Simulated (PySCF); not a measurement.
**How methods differ on the ionisation energy of Mo**

Mo [Kr] 4d5 5s1 [4d3/2^4 4d5/2^1 5s1/2^1, M_J = 3] → Mo⁺ [Kr] 4d5 [4d3/2^4 4d5/2^1, M_J = 5/2], as a difference of total energies. Calculation: PySCF 2.14, in x2c-TZVPall-2c with one added diffuse shell each of s, p, d type (9s10p8d1f, 86 functions); the two-component X2C-1e Hamiltonian. Correlated levels: [Ar] 3d10 frozen; the 6 highest virtual spinors dropped. "Screened" scales the spin-orbit matrix elements by Boettger's factors to mimic the two-electron term; Breit and QED terms are absent.

| method | ionisation energy (eV) |
| --- | --- |
| GHF (screened spin-orbit) | 6.253 |
| GMP2 (screened spin-orbit) | 6.987 |

**Question.** How much does correlation contribute at GMP2 (screened spin-orbit)?

**Answer.** 6.987 − (6.253) = 0.734 eV, measured against GHF (screened spin-orbit).

Errors of the correlated levels include the incompleteness of this basis and the frozen core.

The labels give the starting determinants; with spin-orbit coupling the two ends relaxed to ⟨J²⟩ = 12.00, ⟨L²⟩ = 0.01, ⟨S²⟩ = 12.00 and ⟨J²⟩ = 8.75, ⟨L²⟩ = 0.01, ⟨S²⟩ = 8.75.

For comparison: 7.092 eV (measured; NIST Atomic Spectra Database, ionization energies).
